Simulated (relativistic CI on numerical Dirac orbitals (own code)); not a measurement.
# Ba³⁺: calculation against measurement

Method of calculation: Dirac-Coulomb-Breit CI, KLI orbitals optimised for each configuration, model QED (radiative potential, 1s self-energy scaled to tabulated hydrogen-like ionisation energies), valence Slater integrals scaled by 0.85, P86 correlation energy added to each configuration (own radial code, finite nucleus).

Configuration list (outside the closed core [Kr] 4d10): 5s2 5p5, 5s 5p6, 5s2 5p4 5d, 5s2 5p4 5f, 5s2 5p4 4f, 5s 5p5 5d, 5s2 5p4 6s, 5s2 5p4 6p, 5s2 5p3 4f 5d, 5s 5p5 5f, 5s2 5p4 6d, 5s2 5p4 7s, 5s2 5p4 7p, 5s2 5p4 5g, 5s2 5p4 7d, 5s2 5p4 6f, 5s2 5p4 8s, 5s2 5p4 8p, 5s 5p5 4f, 5s 5p5 6p, 5s 5p5 6s, 5s2 5p3 5d 5f, 5s 5p4 5d2, 5p6 5d, 5s 5p4 6s2, 5p6 4f, 5s2 5p3 4f 6s, 5s 5p4 4f2, 5s2 5p3 5d2, 5s2 5p2 5d3, 5s2 5p2 5d2 5f, 5s2 5p2 4f 5d2, 5s 5p3 5d3, 5s2 5p2 5d2 6s, 5p5 5d2, 5p4 5d3, 5p4 5d2 5f, 5p4 4f 5d2, 5p4 5d2 6s. Double excitations out of closed p, d and f shells are left out; levels of such configurations are missing from the list, as are those of other unlisted configurations, and high levels can miss mixing partners. These lack a partner that the ground configuration has and come out too high: 5s2 5p4 6p, 5s 5p5 5f, 5s2 5p4 6d, 5s2 5p4 7s, 5s2 5p4 7p.

```
Configuration  Term (tabulated)    J  Measured (cm⁻¹)  Computed  Error  Purity (%)
      5s2 5p5               2P°  3/2              0.0         0      0          97
      5s2 5p5               2P°  1/2          17549.5     17300   -250          97
       5s 5p6                2S  1/2         125805.1    127761   1956          62
   5s2 5p4 5d                4D  5/2         143961.9    144964   1002          75
   5s2 5p4 5d                4D  3/2         144586.0    145583    997          65
   5s2 5p4 5d                2P  1/2         158463.5    159322    858          56
   5s2 5p4 5d                4P  1/2         159674.5    160475    801          67
   5s2 5p4 5d                4F  5/2         161782.5    163027   1245          79
   5s2 5p4 5d                4F  3/2         162595.1    163768   1173          62
   5s2 5p4 5d                2F  5/2         172999.0    174195   1196          68
   5s2 5p4 5d                2F  5/2         178670.3    179774   1104          66
```

Measured levels from Sansonetti and Curry, J. Phys. Chem. Ref. Data 39, 043103 (2010); pairs were made by configuration, J and term (by order where the table uses no LS term), so strongly mixed levels may be paired wrongly.

Mean error by configuration (cm⁻¹): 5s2 5p5 -250; 5s 5p6 1956; 5s2 5p4 5d 1047. Over the excited levels the mean absolute error is 1058 cm⁻¹ (10 of the 25 excited levels that our extract of the source holds in range could be paired, and the others can miss by more), and the median relative error of those above 1,000 cm⁻¹ is 0.69 %.
